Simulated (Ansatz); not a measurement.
Consider the atomization: `[CH3][In][OH]`• → C• + 4 H• + In• + O•.

Calculated with Ansatz (gas phase, PBE0-D4/def2-TZVP geometries, no zero-point term in ΔE). CCSD(T)/CBS is the MP2 limit (def2-TZVPP, def2-QZVPP) plus CCSD(T) − MP2 in def2-TZVPP, frozen cores. This one scheme is used for every species, atoms too. Functionals use def2-TZVPP. HSE06 is defined as in plane-wave codes. Open shells (•) are unrestricted, without spin–orbit coupling. Spin–orbit coupling would lower the free atoms: a little for C, O; strongly for In. def2 core potentials past Kr. For In outer-core shells are correlated without core-valence functions, so the limit isn't a true one: a few kJ/mol of doubt a bond, and 10 to 20 or more in all where bonds break to atoms. Each species was taken in one conformer, which may not be the lowest.

`[CH3][In][OH]`•:

Z-matrix (Å, degrees):
```
C
In 1 2.203
H 1 1.089 2 109.1
H 1 1.089 2 109.4 3 120.5
H 1 1.090 2 106.0 3 -119.6
O 2 2.013 1 110.9 3 116.4
H 6 0.960 2 115.5 1 -179.9
```

| level | ΔE (eV) | difference from CCSD(T)/CBS |
| --- | --- | --- |
| LDA (SPW92) | 26.52 | 3.33 |
| BLYP-D4 | 23.06 | -0.13 |
| r2SCAN-D4 | 23.21 | 0.02 |
| r2SCAN | 23.19 | 0.00 |
| PBE0 | 22.85 | -0.34 |
| HSE06 | 22.87 | -0.32 |
| HF/def2-TZVPP | 16.26 | -6.93 |
| CCSD/def2-TZVPP | 22.16 | -1.03 |
| MP2/def2-QZVPP | 23.21 | 0.02 |
| SCS-MP2/def2-QZVPP | 23.08 | -0.11 |
| CCSD(T)/CBS | 23.19 | 0 |

Largest T1 diagnostic among the species: 0.019.

From BLYP to BHLYP (50 % exact exchange), in def2-TZVPP and without D4, ΔE moves by −0.81 eV: exact exchange takes away binding that semilocal exchange gives to molecules. The D4 term adds +0.17 eV with B3LYP and +0.09 eV with PBE0; it sums over pairs of atoms, weighted by their polarisabilities, and B3LYP, whose exchange is more repulsive, gets the larger term. At CCSD(T), def2-SVP lies −1.67 eV from the extrapolated value and def2-TZVPP −0.65 eV: correlation converges slowly with the basis, and small sets miss more of it in the bonded molecule than in its fragments.

B3LYP here is the variant with VWN-RPA as its local correlation; programs differ in this.

For atomizations the MP2-based limit and the directly extrapolated one differ by several kJ/mol either way, and by 10 to 25 for some Ge, Se and Sn compounds, so smaller differences from it don't rank the levels.
